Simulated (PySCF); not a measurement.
3-phenylpyridine (C₁₁H₉N), SMILES c1ccc(cc1)-c1cnccc1. Atoms are numbered in the order given.

```xyz
21

C      3.5301     0.2089     0.1552
C      2.9163    -0.9972    -0.1802
C      1.5283    -1.0841    -0.2390
C      0.7256     0.0326     0.0374
C     -0.7474    -0.0604    -0.0260
C     -1.4389    -1.1993     0.4047
C     -2.8262    -1.2285     0.3213
C     -3.4862    -0.1109    -0.1885
N     -2.8489     0.9783    -0.6090
C     -1.5241     0.9956    -0.5310
C      1.3560     1.2396     0.3745
C      2.7443     1.3266     0.4319
H      4.6194     0.2775     0.2010
H      3.5238    -1.8767    -0.4066
H      1.0572    -2.0267    -0.5281
H     -0.8902    -2.0466     0.8238
H     -3.3919    -2.1001     0.6572
H     -4.5800    -0.0975    -0.2591
H     -1.0263     1.8959    -0.9104
H      0.7485     2.1141     0.6188
H      3.2158     2.2740     0.7039
```
Charge 0, spin multiplicity 1.

Coordinates come from a PBE0-D3(BJ)/def2-SVP optimisation. One conformer was computed; it need not be the lowest.

Computed with PBE/pcSseg-1 in PySCF.

GIAO shieldings, no solvent; atoms listed in one row are averaged. δ = σ(ref) − σ: ¹³C against TMS (σ = 182.0 ppm); ¹⁵N against NH3 (σ = 267.0 ppm); ¹H against TMS (σ = 31.49 ppm), references at their B3LYP-D3(BJ)/def2-TZVP geometries, non-relativistic.

```tsv
nucleus	atoms	count	δ (ppm)
¹³C	C8	1	153.8
¹³C	C10	1	153.6
¹³C	C4	1	144.8
¹³C	C5	1	142.3
¹³C	C6	1	137.9
¹³C	C2, C12	2	134.3
¹³C	C1	1	133.1
¹³C	C3, C11	2	132.6
¹³C	C7	1	128.4
¹⁵N	N9	1	362.4
¹H	H19	1	9.16
¹H	H18	1	9.00
¹H	H16	1	7.92
¹H	H20	1	7.86
¹H	H14, H21	2	7.78
¹H	H15	1	7.75
¹H	H13	1	7.70
¹H	H17	1	7.46
```
